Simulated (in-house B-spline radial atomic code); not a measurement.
## RPA and G0W0 on r2SCAN0: the sulfur ion S⁵⁺

Configuration [Ne] 3s1, highest spin, mean-field start r2SCAN0. Computed with a B-spline radial code for spherical atoms: all electrons, scalar-relativistic (spin-free one-electron X2C), finite nucleus, each spin shell either full or empty, empty states to l = 9 with an (l + 1/2)⁻⁴ tail; G0W0 by contour deformation at full frequency.

Command:
```bash
python run_gw.py task.json out
```
Settings (radii: box in bohr, nucleus in fm):
```
Z                        16
electrons                11
configuration            [Ne] 3s1
hamiltonian              x2c
method                   r2scan0
lmax                     9
rms_radius               3.2611
spin_polarised           True
box_radius               10.43
intervals                68
ion_configuration        [He] 2s2 2p6
```

Cost of the run: 3.1 s on 1 thread of Arm Neoverse N1 (shared host).

Energies (hartree):

| term | value |
| --- | --- |
| mean-field total | -392.27216 |
| Hartree-Fock functional on these orbitals | -391.85152 |
| direct second order | -0.70466 |
| second-order exchange | 0.26482 |
| SOSEX correction | 0.24675 |

Q: What is the RPA correlation energy, and what remains with SOSEX?

A: RPA gives -0.64527 hartree (-1.6 eV per electron); RPA + SOSEX gives -0.39852, and the second-order doubles -0.43984 hartree (no singles). SOSEX takes back 38 % of the RPA value.

Quasi-particle levels (eV):

```json
{"level": "3s up", "occupied": "yes", "mean field": "-83.67", "Σx - vxc": "-3.98", "Σc": "?", "QP weight": "?", "G0W0": "?"}
{"level": "2p down", "occupied": "yes", "mean field": "-244.66", "Σx - vxc": "-16.41", "Σc": "2.80", "QP weight": "0.960", "G0W0": "-258.26"}
{"level": "2p up", "occupied": "yes", "mean field": "-245.12", "Σx - vxc": "-16.57", "Σc": "2.84", "QP weight": "0.946", "G0W0": "-258.85"}
{"level": "3s down", "occupied": "no", "mean field": "-74.32", "Σx - vxc": "3.79", "Σc": "-2.07", "QP weight": "0.961", "G0W0": "-72.60"}
```

G0W0 = mean field + (Σx - vxc) + Σc, with Σc (partial-wave tail included) taken at the quasi-particle energy. Only the outer levels were computed. Levels of low weight are left out.

Q: Where does G0W0 put 3s up?

A: At -89.10 eV, with Σc = -1.46 eV and a quasi-particle weight of 0.975. The tabulated removal energy is 88.053 eV (NIST, measured); the calculation leaves out spin-orbit coupling, Breit and QED terms, and what these don't explain is the method's own error.

Q: What does it cost to remove one electron (to [He] 2s2 2p6) by differences of total energies, each species on its own start (correlation terms add to the Hartree-Fock functional)?

A: r2SCAN0 88.01 eV, Hartree-Fock functional 87.57 eV, + RPA 88.78 eV, + RPA + SOSEX 88.00 eV, + second order 88.10 eV. Tabulated: 88.053 eV (NIST, measured); the calculation leaves out spin-orbit coupling, Breit and QED terms, and what these don't explain is the method's own error.
